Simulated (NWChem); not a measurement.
# C3H6OSi; SMILES C1(COC=1)[SiH3]

```xyz
11

Si    -0.0083    -1.8427     0.0000
C     -0.0051    -0.0001     0.0000
C     -0.9383     0.9767     0.0000
O     -0.1380     2.0946     0.0000
C      0.9990     1.1487     0.0000
H      0.6792    -2.4018    -1.1978
H      0.6792    -2.4018     1.1978
H     -1.4215    -2.3079     0.0000
H     -2.0200     1.0751     0.0000
H      1.6018     1.2902    -0.9014
H      1.6018     1.2902     0.9014
```
Atoms are numbered in this order, from 1.

Level: B3LYP/6-31G* (spherical d) (NWChem), optimised geometry, unscaled harmonic frequencies. B3LYP is NWChem's, with the RPA form of VWN correlation.

```
frequency (cm⁻¹)  IR intensity (km/mol)
----------------  ---------------------
107                                 0.0
181                                 0.0
197                                 2.4
447                                21.7
472                                14.3
665                                34.4
679                                56.8
887                                48.7
899                                 5.7
936                                58.9
939                               300.4
967                                10.0
982                               139.5
1019                                9.9
1059                              114.3
1125                                2.1
1155                                7.2
1248                                2.2
1334                               15.3
1514                                0.1
1643                              101.2
2231                              166.4
2238                              134.1
2252                              137.7
3090                               30.7
3152                               17.6
3232                               11.5
```

```yaml
zero_point_energy: 49.5 kcal/mol
thermal correction to the enthalpy at 298.15 K (with zero-point energy): 53.8 kcal/mol
heat capacity Cv: 20.4 cal/(mol K)
entropy at 298.15 K and 1 atm (symmetry number 1): 76.4 cal/(mol K)
dipole_moment: 0.36 D
```

Rigid rotor and harmonic oscillator.
